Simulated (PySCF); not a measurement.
# Two-dimensional NMR puzzle

Compound of formula C$_{5}$H$_{9}$BO$_{2}$. Correlations simulated from computed shifts and couplings:

HSQC (one-bond C–H):
```tsv
δH	δC	1J(C,H) (Hz)
3.84	71.6	148
2.21	94.8	263
1.52	30.2	133
0.90	11.2	132
```

COSY cross peaks (|J| ≥ 2 Hz):
```tsv
δH	δH	abs. J (Hz)	bonds
3.84	1.52	8.2	3
1.52	0.90	8.4	3
```

HMBC (two and three bonds, |J| ≥ 2.5 Hz):
```tsv
δH	δC [abs. J in Hz]
2.21	84.2 [46.0]
1.52	71.6 [6.0], 11.2 [3.8]
0.90	71.6 [7.6], 30.2 [3.4]
```

Carbons without hydrogens: δ 84.2.

PySCF 2.14.0 with density-fitted response routines calculation with NMR shieldings at B3LYP/pcSseg-1/GIAO, spin–spin couplings from B3LYP/pcJ-1 (spin–dipole term only in couplings to heteroatoms) and coordinates at the PBE0-D3(BJ)/def2-SVP level; one conformer, no solvent, one averaged value for each set of equivalent atoms, non-relativistic Hamiltonian.

δ = σ(ref) − σ, references computed at the same level: 1H, 13C against TMS.

Exchangeable hydrogens are left out of these lists, and C,H couplings along chains are those of one rotamer, so weak HMBC peaks may be missing or extra.

Problem. Which molecule is this?

Solution. SMILES C(#C)B(O)OCCC.

Atoms are numbered as in `[CH:1]#[C:2][B:3]([OH:4])[O:5][CH2:6][CH2:7][CH3:8]` (H(Xn): hydrogen on atom n).

1. δC 94.8 is C1, a terminal alkyne carbon (δH 2.21).
2. δC 84.2 is C2, an alkyne carbon.
3. δC 71.6 is C6, an sp3 CH2 bonded to O (δH 3.84).
4. δC 30.2 is C7, an sp3 CH2 (δH 1.52).
5. δC 11.2 is C8, a methyl carbon (δH 0.90).
6. HMBC from δH 2.21 reaches the proton-free carbon C2.
7. COSY links 3.84–1.52, 1.52–0.90.

The data come from this structure; uniqueness wasn't tested.

OH and NH positions are those of a molecule without intermolecular hydrogen bonds; in solution they move with solvent, concentration and temperature, and exchange usually removes their couplings. A carbon bonded to boron is broadened by the quadrupolar boron nucleus and is often missing from a measured spectrum. Unscaled 3J(H,H) at this level run about 10 % above measured values. Shifts are as computed. Against solution values, carbons near 30 ppm lie about +2 ppm off and those near 130 ppm about +6 ppm. Of 1309 compounds with measured shifts, 239 miss one by over three times the rms of a fit or turn the order of signals round; such compounds aren't used in these exercises. Vicinal H,H couplings across rotating CH2–CH2 and CH–CH2 bonds are estimated from the computed gauche and anti values for equal rotamer populations, (2 J gauche + J anti)/3.
